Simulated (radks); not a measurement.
The numbers below are computed, except where a source is named.
Question: Species: Te+. Configuration: [Kr] 4d10 5s1.5 5p3.5 (fractional occupations, a model configuration). Code: a radial shooting solver on a logarithmic mesh with Libxc functionals. Model: Dirac Kohn-Sham, BLYP, spin-unpolarised, spherical densities, finite nucleus; open shells fill j = l - 1/2 first; Fermi nuclear charge, rms radius 4.7423 fm. Some entries of the table are withheld. Estimate them.

orbital,occ.,eigenvalue (Ry),<r^2> (bohr^2)
1s1/2,2,-2323.930,0.001048
2s1/2,2,-356.8507,0.01688
2p1/2,2,-334.4270,0.01250
2p3/2,4,-314.2430,0.01379
3s1/2,2,-71.55041,0.1186
3p1/2,2,-62.32670,0.1133
3p3/2,4,-58.56581,0.1216
3d3/2,4,-42.28156,0.1030
3d5/2,6,-41.49497,0.1054
4s1/2,2,-12.74757,(1)
4p1/2,2,-9.57669,0.7326
4p3/2,4,-8.86017,0.7861
4d3/2,4,-3.80156,1.091
4d5/2,6,-3.69325,1.119
5s1/2,1.5,-1.73186,4.630
5p1/2,2,-1.05722,(2)
5p3/2,1.5,-0.98765,(3)

Answer: 
(1) 4s1/2 <r^2> (bohr^2): 0.6608
(2) 5p1/2 <r^2> (bohr^2): 6.633
(3) 5p3/2 <r^2> (bohr^2): 7.198
